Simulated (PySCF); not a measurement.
**Core-level binding energies of HGe(SiH3)3**

Species: HGe(SiH3)3.
Z-matrix (Å and degrees, PBE0-D3(BJ)/def2-SVP geometry), rows numbered from 1:
```
Ge
Si  1  2.3826
Si  1  2.3821  2  109.76
Si  1  2.3823  2  108.91  3   119.68
H   1  1.5438  2  109.67  3  -120.23
H   2  1.4952  1  108.90  3   -57.79
H   2  1.4951  1  110.45  3  -177.20
H   2  1.4950  1  110.85  3    61.90
H   3  1.4950  1  109.05  2    54.31
H   3  1.4953  1  110.57  2   173.75
H   3  1.4950  1  110.69  2   -65.38
H   4  1.4951  1  110.57  2    55.92
H   4  1.4948  1  110.91  2   176.77
H   4  1.4955  1  108.85  2   -63.42
```

Level of theory: delta-SCF UKS SCAN, pcX-2 on the ionised atom, pcseg-1 elsewhere, spin-free X2C (PySCF). These are vertical core ionisation energies against the vacuum level, from separate self-consistent calculations with and without the core hole.

Question: What binding energy does each computed site have?

Answer: 
| atom(s) | environment | level | binding energy (eV) | 2p1/2 (eV) | count |
| --- | --- | --- | --- | --- | --- |
| Si2/Si3/Si4 | silicon bonded to Ge and 3 H | Si 2p3/2 | 106.48 | 107.10 | 3 |
| Si2/Si3/Si4 | silicon bonded to Ge and 3 H | Si 1s | 1846.17 | – | 3 |

Question: Which photon energy gives electrons from Si 2p3/2 of Si2/Si3/Si4 a kinetic energy of 150 eV, and what is their de Broglie wavelength?

Answer: hν = 106.48 + 150 = 256.48 eV, recoil neglected; λ = 12.264 Å/√(E/eV) = 1.00 Å.

Atoms equivalent by their bonding share one computed value, that of the first of them. The 2p values aren't plain energy differences: one relaxed spin-free 2p hole is combined with a matrix within the shell (ground-state 2p orbital-energy differences and spin–orbit coupling). 2p3/2, the mean of its two sublevels, lies a third of the splitting below the shell's mean and 2p1/2 two thirds above it; the statistical areas are 2:1. 2p1/2 minus 2p3/2 (ligand field included): Si 0.62 eV. No level of germanium is listed. Isolated species at its PBE0-D3(BJ)/def2-SVP geometry, gas phase.

The run took 32 s of wall time on Intel Xeon at 2.50 GHz, one thread, on a shared host, and the process peaked at 0.45 GiB of memory.
